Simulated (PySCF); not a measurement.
## Correlation energy of Ir²⁺ (iridium, charge +2)

[Xe] 4f14 5d7, high-spin 4F determinant. Calculation: PySCF 2.14, in ANO-RCC-VTZP (8s7p5d3f1g, 84 functions); the spin-free X2C one-electron Hamiltonian (Gaussian nucleus). Frozen: [Xe] 4f14; 7 electrons correlated.

| level | correlation energy (mhartree) |
| --- | --- |
| CCSD | -141.27 |
| (T) | -3.89 |
| CCSD(T) | -145.16 |

Diagnostics: T1 = 0.0029, D1 = 0.0048, largest double amplitude 0.045.

Spin-orbit coupling, absent here, splits the open shell strongly.

Cost of the coupled-cluster step: roughly 3 core-seconds, for 7 correlated electrons.

Iterations:

```
CC2 = 0
CCSD nocc = (np.int64(5), np.int64(2)), nmo = (50, 50)
frozen orbitals [[0, 1, 2, 3, 4, 5, 6, 7, 8, 9, 10, 11, 12, 13, 14, 15, 16, 17, 18, 19, 20, 21, 22, 23, 24, 25, 26, 27, 28, 29, 30, 31, 32, 33], [0, 1, 2, 3, 4, 5, 6, 7, 8, 9, 10, 11, 12, 13, 14, 15, 16, 17, 18, 19, 20, 21, 22, 23, 24, 25, 26, 27, 28, 29, 30, 31, 32, 33]]
max_cycle = 100
direct = 0
conv_tol = 1e-08
conv_tol_normt = 1e-06
diis_space = 8
diis_start_cycle = 0
Init t2, MP2 energy = -0.134955413771287
Init E_corr(UCCSD) = -0.134955413771977
cycle = 1  E_corr(UCCSD) = -0.139352212217102  dE = -0.00439679845  norm(t1,t2) = 0.0225332
cycle = 2  E_corr(UCCSD) = -0.140185507930853  dE = -0.000833295714  norm(t1,t2) = 0.0127344
cycle = 3  E_corr(UCCSD) = -0.141138817545192  dE = -0.000953309614  norm(t1,t2) = 0.00904908
cycle = 4  E_corr(UCCSD) = -0.141227705888147  dE = -8.8888343e-05  norm(t1,t2) = 0.00330384
cycle = 5  E_corr(UCCSD) = -0.14125365192779  dE = -2.59460396e-05  norm(t1,t2) = 0.000925814
cycle = 6  E_corr(UCCSD) = -0.141267551269446  dE = -1.38993417e-05  norm(t1,t2) = 0.000302955
cycle = 7  E_corr(UCCSD) = -0.141265779732817  dE = 1.77153663e-06  norm(t1,t2) = 5.03252e-05
cycle = 8  E_corr(UCCSD) = -0.141266202460267  dE = -4.22727449e-07  norm(t1,t2) = 7.64849e-06
cycle = 9  E_corr(UCCSD) = -0.141266169743605  dE = 3.27166618e-08  norm(t1,t2) = 1.63903e-06
cycle = 10  E_corr(UCCSD) = -0.141266170971992  dE = -1.22838734e-09  norm(t1,t2) = 4.45551e-07
UCCSD converged
E(UCCSD) = -17822.60284710749  E_corr = -0.1412661709719921
UCCSD(T) correction = -0.00388675646948994
```
